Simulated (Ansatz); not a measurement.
```yaml
crystal:
  periodic: [false, false, false]
  atoms:
    - {symbol: Ta, position_ang: [-2.604993, -0.700006, -0.228930]}
    - {symbol: Ta, position_ang: [1.639415, -0.614750, -0.431403]}
    - {symbol: Ta, position_ang: [-0.545635, -1.309862, -0.793675]}
    - {symbol: B, position_ang: [1.624404, 1.400994, 0.211553]}
    - {symbol: B, position_ang: [-0.693540, 0.160050, 0.484222]}
    - {symbol: B, position_ang: [0.599571, 1.373222, 0.482575]}
basis:
  gaussian: {orbitals: def2-SVPD}
hamiltonian: {xc: {name: B2GP-PLYP}}
scf: {omitted_lower_state_checks: [starts]}
output: {forces: true}
```

```sh
$ ansatz run in.yaml --threads 4 --pin off --events-out ev --progress --plain --max-ram 8704MiB
```

Output, abridged:

```
Functional definition: B2GP-PLYP
  name "B2GP-PLYP"
  cite "Karton, Tarnopolsky, Lamère, Schatz & Martin, J. Phys. Chem. A 112, 12868 (2008) doi:10.1021/jp801805p"
  cite "Becke, Phys. Rev. A 38, 3098 (1988) doi:10.1103/PhysRevA.38.3098"
  cite "Lee, Yang & Parr, Phys. Rev. B 37, 785 (1988) doi:10.1103/PhysRevB.37.785"
  parameter a = 0.65
  parameter c = 0.36
  exchange = (1 - a)*b88_x + a*exact_x
  correlation = (1 - c)*lyp_c + c*(mp2_os + mp2_ss)
these checks for a lower state are left out or cut short: starts
1557 factors; integrals over basis functions are off by at most 6.3e-4 eV
mean field evaluation 1: about -6592.1399 eV, gradient 1.1e2 eV
mean field evaluation 2: about -6593.3551 eV, gradient 1.1e2 eV
mean field evaluation 4: about -6589.6095 eV, gradient 1.2e2 eV
mean field evaluation 8: about -6628.1544 eV, gradient 5.2e0 eV
mean field evaluation 16: about -6628.9468 eV, gradient 2.8e-6 eV
mean field -6628.94675508 eV, -243.6092999875 hartree, gradient 3.2e-6 eV, S^2 0.000000; 0 other end points of the search recorded, 0 dependent functions left out; unrestricted orbitals would lower it
3 core orbitals not correlated: weight in the atoms' cores, before any rotation towards them, 1.000 or more for the frozen orbitals, at most 0.000 for the correlated occupied ones
reference -6628.94685931 eV, -243.6093038179 hartree; 24, 24 occupied and 138, 138 virtual orbitals, 1557 factors
second order -46.75721369 eV of doubles, -0.00000000 eV of singles
the calculation of the forces begins
Total energy: -6645.77945623 eV, -244.2278903455 hartree
Atom 0 at    -2.604993    -0.700006    -0.228930 Å, force     0.941908     0.973221     0.704224 eV/Å
Atom 1 at     1.639415    -0.614750    -0.431403 Å, force     0.748318     4.382806     2.045792 eV/Å
Atom 2 at    -0.545635    -1.309862    -0.793675 Å, force    -2.296195    -6.806921    -4.815959 eV/Å
Atom 3 at     1.624404     1.400994     0.211553 Å, force    46.020063     0.305021   -12.631613 eV/Å
Atom 4 at    -0.693540     0.160050     0.484222 Å, force     1.258676     5.471354     2.578682 eV/Å
Atom 5 at     0.599571     1.373222     0.482575 Å, force   -46.672769    -4.325482    12.118874 eV/Å
Dipole moment:    -0.192269    -1.261824    -0.608127 e Å
Checks for a lower state left out: starts
```

It took 26 s on 4 threads of Arm Neoverse V2 on a shared host, peak host memory 0.65 GiB.

In the def2 sets Ta takes a core potential; there is no spin–orbit coupling. Correlated methods freeze 3 core orbitals; core or outer-core shells of Ta are correlated, in sets that lack core-valence functions. The restricted singlet is unstable: a solution with broken spin symmetry lies lower.
